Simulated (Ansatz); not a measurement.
Input file for Ansatz (a quantum-chemistry and plane-wave program): U-PBE0/def2-TZVPP on TiAs, 2S+1 = 2, a spin state set in the input, which need not be the lowest, a point of a bond scan (R = 2.302 Å).

Ansatz 0.2 input:
```yaml
crystal:
  periodic: [false, false, false]
  atoms:
    - {symbol: Ti, position_ang: [0.00000000, 0.00000000, 0.00000000]}
    - {symbol: As, position_ang: [0.00000000, 0.00000000, 2.30219200]}
basis:
  gaussian:
    orbitals: def2-TZVPP
    pivot_positions_ang: [[0.00000000, 0.00000000, 0.00000000], [0.00000000, 0.00000000, 2.30219200]]
hamiltonian:
  xc: {name: PBE0}
magnetization: {spin_polarized: true, initial_magnetization: 1}
output: {forces: true, orbitals: {seedname: ./end}}
```

Task: Give the final energy of this run.

Result: -3084.7706 hartree. Its determinant has ⟨S²⟩ = 1.56, a mixture of spin states.

Task: How many basis functions does it have, and what does it roughly cost on one machine?

Result: 112 functions; very roughly 110 core-seconds.
